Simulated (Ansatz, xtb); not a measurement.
**Isomers of BFH6P2 in order of energy**

6 gas-phase structures of BFH6P2, found in a search over its isomers (lower ones may exist). Each was relaxed with GFN2-xTB; where two conformers were screened, the lower at r2SCAN-D4/def2-SVP is listed:

A. `FP[BH2-][PH3+]`, a singlet
B. `[BH3-][PH2+]PF`, a singlet
C. `F[B@@H-](P)[PH3+]`, a singlet
D. `[BH3-][P@H+](F)P`, a singlet
E. `F[BH2-][PH2+]P`, a singlet
F. a singlet given by its coordinates

F (Å):

```csv
atom,x (Å),y (Å),z (Å)
B,0.2659,-0.7148,-0.7268
F,-2.6102,-1.8550,-0.1723
P,-1.4995,-0.6709,-0.0043
P,0.5839,1.0286,0.1816
H,1.6771,1.4666,-0.5355
H,-2.3209,0.3636,-0.4047
H,-1.6467,-0.5370,1.3651
H,0.8877,-1.6302,-0.3181
H,1.3558,0.5690,1.2354
H,0.1889,-0.5953,-1.9010
```

Close contacts (Å): B1–P3 1.91, B1–P4 1.99, F2–P3 1.63, P3–P4 2.70, B1–H8 1.18, B1–H10 1.18, P3–H6 1.38, P3–H7 1.38, P4–H5 1.38, P4–H9 1.38.

Which do you expect lowest at r2SCAN-D4/def2-SVP, and how would the others follow?

Calculated order at r2SCAN-D4/def2-SVP: E (0.0), C (1.4), A (18.2), D (18.5), F (18.5), B (24.4) kcal/mol. Less than 1 kcal/mol parts A and D; D and F, so the order within those pairs means little.

Energies above the lowest of each column, in kcal/mol; the last columns are at BLYP-D3(BJ)/def2-SVP geometries and were run for some of them only (a dash: not run or not comparable):

| structure | GFN2-xTB | HF/STO-3G | r2SCAN-D4/def2-SVP | BLYP-D3(BJ)/def2-SVP | CCSD(T)/def2-SVP + ΔMP2/def2-TZVPP |
| --- | --- | --- | --- | --- | --- |
| E | 0.0 | 0.0 | 0.0 | 0.0 | 0.0 |
| C | 17.1 | 9.8 | 1.4 | 1.6 | 1.5 |
| A | 9.4 | 34.3 | 18.2 | 19.5 | 14.1 |
| D | 0.3 | 33.0 | 18.5 | 19.6 | – |
| F | 12.4 | 47.7 | 18.5 | 20.9 | – |
| B | 3.1 | 30.7 | 24.4 | – | – |

Every level run on E puts it lowest or level with the lowest. Some further structures that were screened fall inside this span and aren't listed. Flexible structures stand in one conformer each, not always the lowest. Frequencies (BLYP-D3(BJ)/def2-SVP) were run for A, C, E alone. The ΔMP2 step shifts differences by up to 5.9 kcal/mol, which makes them less sure. ΔMP2 is the change of the MP2 energy from the smaller to the larger basis.

Over these structures GFN2-xTB departs from r2SCAN-D4/def2-SVP by 9.6 kcal/mol on average once a common shift is removed. A GFN2-xTB relaxation took about 0.5 s and the r2SCAN-D4/def2-SVP energy about 5.9 s on a shared host (Ansatz 0.2.0, xtb 6.7.1).
